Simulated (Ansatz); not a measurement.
Isolated molecules relaxed with PBE0-D4/def2-TZVP in Ansatz; ΔE leaves out vibrations. CCSD(T)/CBS adds triple-zeta CCSD(T) − MP2 to the extrapolated MP2 energy (def2 sets, frozen cores). This one scheme is used for every species. DFT in def2-TZVPP. One conformer a species, not always the lowest.

Consider the ligand exchange at a B–F bond: `OB(F)F` + `[SiH3]S` → `OB(F)S[SiH3]` + H–F.

```json
{"level": "r2SCAN-D4", "ΔE (eV)": "0.84"}
{"level": "CCSD/CBS(def2)", "ΔE (eV)": "0.83"}
```

(1) What does CCSD(T)/CBS give? (Estimate.)

Largest T1 diagnostic among the species: 0.013.

Answers

(1) The calculation gave: +0.78 eV. The listed levels differ from it by 0.06, 0.05 eV.

From PBE to PBE0 (25 % exact exchange), in def2-TZVPP and without D4, ΔE moves by +0.03 eV. In def2-TZVPP, CCSD(T) changes the Hartree–Fock value by −0.30 eV (the triples alone add −0.05 eV) and MP2 by −0.37 eV.
